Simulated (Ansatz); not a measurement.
Cartesian coordinates in Å:
```
N -0.7967 -1.6205 0.4957
Ge 0.4266 -0.6248 -0.4653
Si 0.2222 1.6520 0.2135
F 0.7186 1.8382 1.7276
H -1.7586 -1.3586 0.3275
H -0.7116 -2.6173 0.3486
H 0.2329 -0.6956 -2.0046
H 1.8116 -1.2084 -0.1389
H -1.1949 2.0984 0.1439
H 1.0499 2.5364 -0.6480
```

Charge 0, multiplicity 1.

(1) List the r2SCAN/def2-TZVPP orbital energies in eV (Ansatz 0.2.0). (Estimate.)

Results:

(1) Ansatz gave: Occupied: -10834.23, -1792.02, -1349.33, -1199.38, -1199.37, -1199.37, -666.06, -384.96, -167.53, -142.37, -117.22, -117.21, -117.20, -97.28, -97.21, -97.20, -31.14, -30.56, -30.51, -30.48, -30.44, -30.44, -22.00, -14.76, -13.43, -12.26, -11.32, -11.07, -10.76, -9.80, -8.81, -8.54, -7.39, -6.27. Lowest empty: -0.94, -0.62, 0.44, 1.16, 1.29, 1.68, 2.24, 2.65.
